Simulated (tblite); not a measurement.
C7H8NS (doublet state).
Geometry (GFN2-xTB, Å), atoms numbered from 1 in this order:
```xyz
17
C7H8NS angstrom
N     -2.5963    0.4312    0.6635
C     -1.7928    0.4159   -0.5411
C     -0.3351    0.0772   -0.3212
C      0.2248   -1.0597   -0.8766
C      1.5564   -1.3842   -0.6662
C      2.3499   -0.5630    0.1214
C      1.8146    0.5726    0.6889
C      0.4715    0.9068    0.4801
S     -0.1540    2.3329    1.2232
H     -2.3185    1.1955    1.2723
H     -2.5145   -0.4433    1.1698
H     -1.8673    1.4103   -0.9929
H     -2.2316   -0.3141   -1.2275
H     -0.3923   -1.7013   -1.4894
H      1.9717   -2.2742   -1.1138
H      3.3864   -0.8105    0.2946
H      2.4200    1.2199    1.3052
```

All values are computed: GFN2-xTB (tblite) harmonic vibrations without scaling, gas phase. Against measured fundamentals such values can be off by several per cent, at times by over 20. One conformer, not necessarily the lowest. Open shells enter through the occupations alone, without spin polarisation, and single modes of such species can be off by tens of per cent.

Harmonic wavenumbers (cm⁻¹): 45.3, 112.7, 172.6, 216.6, 301.6, 312.7, 360.2, 408.8, 450.0, 492.7, 553.3, 675.4, 684.7, 761.9, 793.9, 865.5, 877.4, 909.0, 916.8, 920.4, 1028.3, 1083.8, 1091.9, 1105.0, 1149.9, 1176.4, 1198.2, 1247.9, 1293.4, 1295.3, 1322.1, 1405.1, 1431.9, 1454.3, 1531.9, 1537.8, 1567.6, 2949.0, 2959.5, 3073.5, 3083.2, 3093.5, 3099.9, 3353.1, 3416.5.

A = 2087, B = 1305, C = 845.5 MHz; mass 138.038 u (most abundant isotopes); point group C1, symmetry number 1; spin multiplicity 2.

**Question.** Zero-point energy?

**Answer.** Half the sum of the wavenumbers: 28890 cm⁻¹ = 345.60 kJ/mol.

**Question.** What is S at 273.15 K and 1 bar for an ideal gas of classical rigid rotors and harmonic oscillators?

**Answer.** Translation 168.49, rotation 121.60, vibration 82.35, spin (R ln 2) 5.76: S = 378.2 J/(mol K).

**Question.** And Cp and H(273.15 K) − H(0)?

**Answer.** Cp = 132.81 J/(mol K), of which vibrations give 99.56 (their classical limit is 45 R = 374.2); H(273.15 K) − H(0) = 21.64 kJ/mol without the zero-point energy, 12.56 from vibrations.

**Question.** How do the functions run with temperature in this model?

**Answer.** 
```tsv
T (K)	S (J/(mol K))	Cp (J/(mol K))	H − H(0) (kJ/mol)	G − H(0) (kJ/mol)	ln q(vib)
100	285.5	64.3	4.70	-23.85	1.12
200	341.8	102.7	13.03	-55.32	2.93
300	391.2	144.0	25.36	-92.00	4.92
500	482.9	217.2	61.89	-179.55	9.19
800	601.1	284.0	138.10	-342.74	15.65
1000	667.6	311.6	197.82	-469.75	19.72
```

q(vib) and H(0) count from the zero-point level.

**Question.** Blend soft modes into free rotors: weight 1/[1 + (100 cm⁻¹/ν̃)⁴] for the oscillator and the rest for a rotor with moment μB/(μ + B), μ = h/(8π²ν), B = 10⁻⁴⁴ kg m². What vibrational entropy results?

**Answer.** 76.64 J/(mol K) in place of 82.35, which changes −T·S at 273.15 K by +1.56 kJ/mol.

Hindered rotation and anharmonicity are outside this model. Other conformers, if any are populated, would add a mixing term that is left out. The structure is chiral; the term R ln 2 for an equal mix with its mirror image is left out.

On an Arm Neoverse V1 with one thread, shared host with 32 logical CPUs at a one-minute load of 10, this took 0.75 s wall. The figure is for the frequency step alone.
